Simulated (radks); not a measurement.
Task: Species: Ce2.6+. Configuration: [Xe] 4f(up 1.4, down 0) (fractional occupations, a model configuration). All-electron calculation, scalar-relativistic Kohn-Sham, PBE, spin-polarised, spherical densities, point nucleus. Program: a radial shooting solver on a logarithmic mesh with Libxc functionals. Some entries of the table are withheld. Estimate them.

| orbital | occ. | eigenvalue (hartree) | <r> (bohr) |
|---|---|---|---|
| 1s down | 1 | -1480.543 | 0.02457 |
| 1s up | 1 | -1480.543 | 0.02457 |
| 2s up | 1 | -237.5510 | 0.1052 |
| 2s down | 1 | -237.5510 | 0.1052 |
| 2p down | 3 | -212.8057 | 0.09236 |
| 2p up | 3 | -212.8057 | 0.09236 |
| 3s up | 1 | -51.60410 | 0.2786 |
| 3s down | 1 | -51.59173 | 0.2786 |
| 3p up | 3 | -43.73519 | 0.2767 |
| 3p down | 3 | -43.72286 | 0.2766 |
| 3d up | 5 | -32.56143 | 0.2536 |
| 3d down | 5 | -32.55185 | 0.2535 |
| 4s up | 1 | -10.92381 | 0.6379 |
| 4s down | 1 | -10.88695 | 0.6378 |
| 4p up | 3 | -8.35876 | 0.6758 |
| 4p down | 3 | -8.32133 | 0.6756 |
| 4d up | 5 | -4.66899 | (1) |
| 4d down | 5 | -4.63087 | (2) |
| 5s up | 1 | -2.14241 | (3) |
| 5s down | 1 | -2.11712 | (4) |
| 5p up | 3 | -1.50242 | 1.742 |
| 5p down | 3 | -1.48270 | 1.751 |
| 4f up | 1.4 | (5) | 1.106 |
| 4f down | 0 | (6) | 1.121 |

Result: 
(1) 4d up <r> (bohr): 0.7465
(2) 4d down <r> (bohr): 0.7464
(3) 5s up <r> (bohr): 1.517
(4) 5s down <r> (bohr): 1.523
(5) 4f up eigenvalue (hartree): -0.82237
(6) 4f down eigenvalue (hartree): -0.78848
